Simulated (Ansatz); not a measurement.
Reaction (redistribution): `S=CCB1C[SiH2]1` + `[SiH3][SiH2]I` → `IB1C[SiH2]1` + `[SiH3][SiH2]CC=S`

Calculated with Ansatz (gas phase, PBE0-D4/def2-TZVP geometries, no zero-point term in ΔE). CCSD(T)/CBS adds triple-zeta CCSD(T) − MP2 to the extrapolated MP2 energy (def2 sets, frozen cores). Functionals use def2-TZVPP. B3LYP here is the variant with VWN-RPA as its local correlation; programs differ in this. def2 core potentials past Kr. For I outer-core shells are correlated without core-valence functions, which leaves a few kJ/mol of doubt a bond. One conformer a species, not always the lowest.

```json
{"level": "r2SCAN-D4", "ΔE (kcal/mol)": "4.7", "difference from CCSD(T)/CBS": "-0.3"}
{"level": "PBE0-D4", "ΔE (kcal/mol)": "5.3", "difference from CCSD(T)/CBS": "0.3"}
{"level": "B3LYP-D4", "ΔE (kcal/mol)": "4.7", "difference from CCSD(T)/CBS": "-0.3"}
{"level": "B2PLYP", "ΔE (kcal/mol)": "5.3", "difference from CCSD(T)/CBS": "0.3"}
{"level": "B3LYP", "ΔE (kcal/mol)": "6.5", "difference from CCSD(T)/CBS": "1.5"}
{"level": "HF/def2-TZVPP", "ΔE (kcal/mol)": "9.6", "difference from CCSD(T)/CBS": "4.6"}
{"level": "CCSD/def2-TZVPP", "ΔE (kcal/mol)": "4.8", "difference from CCSD(T)/CBS": "-0.2"}
{"level": "CCSD(T)/def2-TZVPP", "ΔE (kcal/mol)": "3.7", "difference from CCSD(T)/CBS": "-1.3"}
{"level": "MP2/def2-QZVPP", "ΔE (kcal/mol)": "3.9", "difference from CCSD(T)/CBS": "-1.1"}
{"level": "MP2/CBS(def2)", "ΔE (kcal/mol)": "4.3", "difference from CCSD(T)/CBS": "-0.7"}
{"level": "CCSD(T)/CBS", "ΔE (kcal/mol)": "5.0", "difference from CCSD(T)/CBS": "0"}
```

Largest T1 diagnostic among the species: 0.016.

In def2-TZVPP, CCSD(T) changes the Hartree–Fock value by −5.9 kcal/mol (the triples alone add −1.1 kcal/mol) and MP2 by −6.5 kcal/mol. The D4 term adds −1.8 kcal/mol with B3LYP and −0.9 kcal/mol with PBE0; it sums over pairs of atoms, weighted by their polarisabilities, and B3LYP, whose exchange is more repulsive, gets the larger term. From PBE to PBE0 (25 % exact exchange), in def2-TZVPP and without D4, ΔE moves by +1.0 kcal/mol.
